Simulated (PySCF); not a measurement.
**Predicted spectroscopic data**

All values are calculated (PySCF 2.14.0 with density-fitted response routines): shielding tensors at PBE0/pcSseg-1 (GIAO), structure optimised with GFN2-xTB. No relativistic terms, averaged over atoms made equivalent by symmetry, fast rotation or ring inversion, one computed conformer, no solvent model.

Scale: ¹H (σref 31.72), ¹³C (σref 186.93) vs TMS (reference shieldings calculated alike). Splittings of carbon signals by F and P are missing where no couplings were computed. Where no couplings were computed, multiplicities follow the n + 1 count of equivalent neighbours, and m marks all less simple cases (inequivalent or close neighbours, rings, F or P nearby). Shifts are as computed. Against solution values, carbons near 30 ppm lie about +3 ppm off and those near 130 ppm about +5 ppm. Of 1309 compounds with measured shifts, 239 miss one by over three times the rms of a fit or turn the order of signals round; such compounds aren't used in these exercises.

Compound 1 (C4H7F3Si). ¹H NMR (500 MHz, computed): δ 5.54 (m, 2H), 5.32 (m, 2H), 2.41 (m, 3H). ¹³C{¹H} NMR (computed): δ 185.8 (C), 112.0 (C), 78.6 (CH2), 18.8 (CH3). Structure: `InChI=1S/C4H7F3Si/c1-3(6)4(2-5)8-7/h2,8H2,1H3/b4-3-`.

Compound 2 (C5H13NSi2). ¹H NMR (500 MHz, computed): δ 4.61 (s, 6H), 3.80 (s, 2H), 2.19 (m, 1H), 1.33 (m, 2H), 0.49 (m, 2H). ¹³C{¹H} NMR (computed): δ 51.7 (CH2), 34.8 (CH2), 17.2 (C), 5.6 (CH). Structure: `[SiH3]N([SiH3])C[C@]12C[C@H]1C2`.
